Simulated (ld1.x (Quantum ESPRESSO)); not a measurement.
## Reading a pseudo-wave (Ti (Z = 22))

Columns: radius, all-electron u(r) and pseudo u(r) of the 4s shell (level -4.47 eV) of titanium in the configuration [Ar] 3d2 4s2 4p0; PBE, scalar-relativistic, PAW scheme, ld1.x (Quantum ESPRESSO) 7.5.

```csv
r (bohr),all-electron,pseudo
0.222,-0.1548,-0.0737
0.445,0.0705,-0.1464
0.668,0.2480,-0.2167
0.890,0.2275,-0.2831
1.112,0.0957,-0.3449
1.335,-0.0680,-0.4013
1.558,-0.2210,-0.4514
1.780,-0.3465,-0.4942
2.002,-0.4420,-0.5295
2.225,-0.5099,-0.5569
2.448,-0.5541,-0.5760
2.670,-0.5785,-0.5867
2.892,-0.5870,-0.5889
3.115,-0.5827,-0.5828
3.338,-0.5684,-0.5684
3.560,-0.5468,-0.5468
3.782,-0.5199,-0.5199
4.005,-0.4895,-0.4895
4.228,-0.4572,-0.4572
4.450,-0.4242,-0.4242
4.672,-0.3914,-0.3914
4.895,-0.3594,-0.3594
5.118,-0.3286,-0.3286
5.340,-0.2996,-0.2996
5.562,-0.2724,-0.2724
5.785,-0.2469,-0.2469
```

Problem. How many radial nodes do the two functions have?

Solution. The all-electron 4s function has n − l − 1 = 3 (the table is too coarse to show those close to the nucleus); the pseudo-wave has 0, since the states of the same l below it are removed with the core.

Problem. At about which radius was the pseudo-wave matched?

Solution. 3.25 bohr, where the columns begin to agree (steps of 0.22 bohr).

Problem. Where does each function peak?

Solution. Outermost all-electron maximum near 2.89 bohr, pseudo maximum near 2.89 bohr (to the table’s step).

Problem. Is the pseudo-wave norm-conserving?

Solution. No, it belongs to a PAW set: the norm inside the radius is not constrained, and the difference is carried by the augmentation charge.
